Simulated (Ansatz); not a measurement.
Ansatz (a program for electronic structure) input:

Ansatz 0.2 input:
```yaml
crystal:
  periodic: [false, false, false]
  atoms:
    - {symbol: Rh, position_ang: [-0.00000000, -0.00000000, -0.16824223]}
    - {symbol: B, position_ang: [0.00000000, 0.00000000, 1.51418011]}
basis:
  gaussian:
    orbitals: def2-SVPD
magnetization: {spin_polarized: false}
correlation: {method: ccsd_t, electrons: outside_noble_gas}
output: {forces: true}
```

Q: Which total energy does the run end on?

A: -134.60852 Eh (CCSD(T)/def2-SVPD). The basis has 54 functions.
